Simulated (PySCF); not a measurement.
Mayer bond orders and bond lengths

Species: cyclo-(H2SiCH2)3, C3H12Si3.
Geometry (PBE0-D3(BJ)/def2-SVP, Å), atoms numbered from 1 in this order:
```
atom  x, y, z in Å
Si1   -0.246    0.198   -1.848
H2     0.395    1.240   -2.712
H3    -1.115   -0.655   -2.719
C4     1.099   -0.855   -1.038
Si5    1.666   -0.137    0.608
H6     2.863   -0.866    1.137
H7     2.064    1.294    0.400
C8     0.241   -0.200    1.846
Si9   -1.458   -0.032    1.035
H10   -1.949   -1.396    0.651
H11   -2.450    0.551    1.993
C12   -1.309    1.021   -0.519
H13    1.951   -0.970   -1.729
H14    0.699   -1.867   -0.851
H15    0.275   -1.151    2.404
H16    0.378    0.606    2.587
H17   -0.852    1.986   -0.237
H18   -2.307    1.250   -0.929
```

Bond orders from the PBE0/pcSseg-1 density (PySCF). One conformer (not necessarily the lowest) at the PBE0-D3(BJ)/def2-SVP geometry, without solvent, vibrations or thermal averaging.

(1) Set the Mayer orders of the bonds beside their lengths.

Answers

(1) 
```
   bond  length (Å)  Mayer order
 Si1–H2       1.497        0.960
 Si1–H3       1.497        0.960
 Si1–C4       1.891        0.899
Si1–C12       1.891        0.899
 C4–Si5       1.884        0.918
 C4–H13       1.102        0.940
 C4–H14       1.104        0.926
 Si5–H6       1.498        0.954
 Si5–H7       1.500        0.962
 Si5–C8       1.889        0.902
 C8–Si9       1.890        0.901
 C8–H15       1.103        0.937
 C8–H16       1.103        0.937
Si9–H10       1.500        0.962
Si9–H11       1.498        0.954
Si9–C12       1.883        0.919
C12–H17       1.104        0.926
C12–H18       1.102        0.940
```

Bonds between the same two heavy elements. C–Si: lowest Si1–C4, Si1–C12, C8–Si9 and 1 more (0.899, 1.891 Å), highest Si9–C12 and C4–Si5 (0.919, 1.883 Å). Bonds named together lie within 0.004.

Q: Sum the orders of all bonds at each heavy atom with more than one neighbour.

A: Si1 3.718, C4 3.683, Si5 3.736, C8 3.677, Si9 3.736, C12 3.684. Orders between atoms that aren't bonded are not in these sums.

For a closed shell the Mayer order of atoms A and B is Σ (PS)μν (PS)νμ over the basis functions μ on A and ν on B, with P the density and S the overlap matrix.

These values come from a run that also computed NMR shieldings. Hardware: Arm Neoverse V1, one thread (shared host). Cost: 51 s of wall time (with the writing of density and orbital grids), 1.1 GiB resident at most.
